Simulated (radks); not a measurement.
The numbers below are computed, except where a source is named.
Q: Isoelectronic series with 2 electrons, each ion in its NIST ground configuration. Code: a radial shooting solver on a logarithmic mesh with Libxc functionals. Model: Dirac Kohn-Sham, LDA (Slater exchange, Perdew-Wang correlation), spin-unpolarised, spherical densities, point nucleus. Total energies (hartree) and orbital eigenvalues (hartree):

ion    configuration  E (hartree)      1s1/2
S14+            [He]   -245.77988  -114.5087
K17+            [He]   -349.48426  -164.7258
Ti20+           [He]   -471.70718  -224.1913
Mn23+           [He]   -612.63380  -292.9956
Ga29+           [He]   -951.49615  -459.0620
Se32+           [He]  -1149.96511  -556.5863
Rb35+           [He]  -1368.20871  -663.9763
Zr38+           [He]  -1606.58851  -781.4102
Tc41+           [He]  -1865.50950  -909.0878
Pd44+           [He]  -2145.42388  -1047.232
In47+           [He]  -2446.83554  -1196.093
Te50+           [He]  -2770.30519  -1355.945
Cs53+           [He]   -3116.4565  -1527.099
Ce56+           [He]   -3485.9831  -1709.896

Estimate the row of Ni26+ ([He]).

A: E (hartree) -772.48041; 1s1/2 -371.2451.
